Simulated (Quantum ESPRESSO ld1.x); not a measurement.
Ta II, 72 electrons, occupied as [Xe] 4f11 5d5 6s2 (not the ground configuration). All-electron calculation, scalar-relativistic Kohn-Sham, LDA (Slater exchange, VWN5 correlation), spin-polarised, spherical densities, point nucleus; open shells are filled with parallel spins first. Program: ld1.x of Quantum ESPRESSO 7.5.

Unscreened Slater integrals over Kohn-Sham orbitals (cm^-1). They are taken over the spin-up orbitals.

| integral | value |
|---|---|
| F0(6s,6s) | 72245 |
| F0(6s,5d) | 84418 |
| G2(6s,5d) | 21199 |
| F0(6s,5p) | 89316 |
| G1(6s,5p) | 6982.3 |
| F0(6s,4f) | 94785 |
| G3(6s,4f) | 2894.7 |
| F0(5d,5d) | 116250 |
| F2(5d,5d) | 60167 |
| F4(5d,5d) | 39745 |
| F0(5d,5p) | 133610 |
| F2(5d,5p) | 65332 |
| G1(5d,5p) | 77834 |
| G3(5d,5p) | 48106 |
| F0(5d,4f) | 150700 |
| F2(5d,4f) | 35280 |
| F4(5d,4f) | 16514 |
| G1(5d,4f) | 12237 |
| G3(5d,4f) | 11217 |
| G5(5d,4f) | 8893.7 |
| F0(5p,5p) | 163280 |
| F2(5p,5p) | 87997 |
| F0(5p,4f) | 200320 |
| F2(5p,4f) | 63740 |
| G2(5p,4f) | 26022 |
| G4(5p,4f) | 21576 |
| F0(4f,4f) | 345010 |
| F2(4f,4f) | 169460 |
| F4(4f,4f) | 107480 |
| F6(4f,4f) | 77668 |

Derived for the open shells (J is the average intra-shell exchange parameter used in DFT+U). 4f: F4/F2 = 0.634, F6/F2 = 0.458, J = (286 F2 + 195 F4 + 250 F6)/6435 = 13810 cm^-1. 5d: Racah B = F2/49 - 5 F4/441 = 777.3 cm^-1, C = 35 F4/441 = 3154 cm^-1, C/B = 4.06, F4/F2 = 0.661, J = (F2 + F4)/14 = 7137 cm^-1.
